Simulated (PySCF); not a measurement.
Isomers of C3H11NSi, one GFN2-xTB conformer each. Single-point energies are computed at PBE0/pcSseg-1 (PySCF, gas phase, no added dispersion term), electronic only.

Task: Rank them by PBE0/pcSseg-1 energy, lowest first (kcal/mol).
A. `[CH3:1][SiH2:2][N:3]([CH3:4])[CH3:5]` with C1–Si2–N3–C4 -41°
B. `[CH3:1][CH:2]([CH3:3])[NH:4][SiH3:5]` with C1–C2–N4–Si5 154°

Result: A (0.0), B (0.3).

As drawn, the lower has an Si–C bond, which the higher lacks; the higher has an N–H bond, which the lower lacks. Neighbours under 2.5 kcal/mol apart (C[SiH2]N(C)C and CC(C)N[SiH3]) can change places with a better method, another conformer or zero-point energy. GFN2-xTB itself gives, in the same order: 9.4, 0.0. GFN2-xTB puts CC(C)N[SiH3] lowest instead.

Task: Which frontier levels, dipoles and rotational constants go with these structures?

Result: 
```json
{"SMILES": "C[SiH2]N(C)C", "HOMO (eV, PBE0/pcSseg-1)": "-6.19", "LUMO (eV)": "1.24", "dipole (D)": "0.77", "A, B, C (MHz)": "6290, 2657, 2033"}
{"SMILES": "CC(C)N[SiH3]", "HOMO (eV, PBE0/pcSseg-1)": "-6.67", "LUMO (eV)": "0.74", "dipole (D)": "1.04", "A, B, C (MHz)": "7189, 2140, 1808"}
```
